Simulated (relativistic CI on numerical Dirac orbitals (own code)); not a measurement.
**Sc3+ in a cubic cluster: L2,3 absorption with charge transfer**

Computed with a charge-transfer multiplet model of a cubic metal-ligand cluster with up to 2 ligand holes, Slater and spin-orbit integrals from Dirac-Coulomb-Breit ions, Slater integrals scaled by 0.8. The ground state mixes d0 with configurations of k ligand holes L, whose averages lie at kΔ + k(k − 1)U_dd/2; a core hole lowers each added d electron by U_cd. 300 K, Lorentzian 0.4 eV and Gaussian 0.3 eV FWHM.

Atomic integrals in eV (Slater integrals scaled, ζ unscaled), ground: F2dd 4.710, F4dd 2.885, zeta_d 0.005; with the core hole: F2dd 4.710, F4dd 2.885, zeta_d 0.020, zeta_core 3.005, F2cd 4.113, G1cd 2.955, G3cd 1.675. Where a configuration has fewer than two d electrons, the dd integrals are those of d2.

Cluster parameters (eV): Δ = 4.5, U_dd = 4.7, U_cd = 6, 10Dq(ligand) = 1.2, V(eg) = 3.35, V(t2g) = -1.46, final-state hopping factor = 0.8.

```csv
Case,n_d,d0,d1L,d2L2,S
10Dq = 1 eV,0.65,0.45,0.46,0.10,0.00
10Dq = 1.6 eV,0.64,0.45,0.45,0.10,0.00
10Dq = 2.5 eV,0.63,0.47,0.44,0.09,0.00
```

Weights, n_d and S are thermal averages at 300 K. Photon energies count from the first peak over 30 % of the highest in each spectrum, which can be another peak from case to case. The parameters are a model scan and need not match a compound or its usual spin state. Peaks in eV (height, largest 100):
- 10Dq = 1 eV: 0.0 (35), 1.8 (90), 4.2 (63), 6.1 (100)
- 10Dq = 1.6 eV: 0.0 (47), 2.3 (73), 4.2 (75), 6.7 (100)
- 10Dq = 2.5 eV: 0.0 (67), 2.9 (46), 4.4 (100), 7.3 (98)

A d0 ion has no d-d gap: its lowest excitations are ligand-to-metal charge transfer. With the core hole the configuration with one ligand hole lies at Δ + U_dd − U_cd = 3.2 eV above the one without, against Δ in the ground state. The added d electron screens the hole, so the order of the configurations is kept and charge-transfer satellites are weaker than in photoemission.
